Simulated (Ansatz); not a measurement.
Ga2Se4⁻, relaxed as a doublet with UKS PBE-D4/def2-SVPD in Ansatz, starting from the GFN2-xTB geometry. Force threshold 0.02 eV/Å.

The structure comes from a short search, and lower isomers may exist.

Start:

```xyz
6

Ga   -0.089   -1.423   -0.601
Ga    0.106    1.416    0.612
Se    0.623   -0.747    1.645
Se    0.188    3.505    1.496
Se   -0.237   -3.493   -1.515
Se   -0.592    0.741   -1.636
```

```tsv
step	energy (eV)	largest force component (eV/Å)	SCF passes
1	-366064.2023	0.566	25
2	-366064.2494	0.123	28
3	-366064.2541	0.022	28
4	-366064.2541	0.002	19
```

Force components are those of the run's own axes.

End:

```xyz
6

Ga   -0.0839   -1.3757   -0.5917
Ga    0.0858    1.3758    0.5913
Se    0.6010   -0.7313    1.6146
Se    0.2097    3.4624    1.4899
Se   -0.2177   -3.4629   -1.4876
Se   -0.5948    0.7317   -1.6165
```

By distances, no bond broke or formed. The bond that changes most is Ga2–Se3, from 2.45 to 2.40 Å (atoms count from 1).

No frequencies were taken in this run, so the end may be a saddle point.

Run time 13 s (4 threads of Intel Xeon 6975P-C on a shared host), peak host memory 0.67 GiB.
